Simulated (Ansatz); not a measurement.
The cluster GeCl₂. The state is a quintet with charge 0. Geometry B3LYP-D4/def2-TZVP; atoms count from 1.

```xyz
3

Ge   -0.145    0.013    0.074
Cl   -2.135    0.222    1.105
Cl    2.280   -0.235   -1.179
```

At PBE0-D4/def2-TZVP a singlet of charge 0 lies 7.29 eV below the quintet, each at its own geometry. The structure comes from a short search, and lower isomers may exist.

Problem. Estimate the Mulliken populations from the PBE0/def2-TZVP orbitals of Ansatz.

Solution. 
| atom | charge (e) | spin (α − β) |
| --- | --- | --- |
| Ge1 | 0.03 | 2.45 |
| Cl2 | -0.21 | 0.43 |
| Cl3 | 0.17 | 1.12 |
Mulliken values and Mayer orders depend strongly on the basis.

Problem. Where does the spin sit?

Solution. Summed by element: Ge 2.45, Cl 1.55, of 4 unpaired in all. Largest on single atoms: Ge1 2.45, Cl3 1.12, Cl2 0.43.

Problem. And the Mayer bond orders between bonded heavy atoms (over 0.3)?

Solution. Ge1–Cl2 0.95 (2.25 Å).
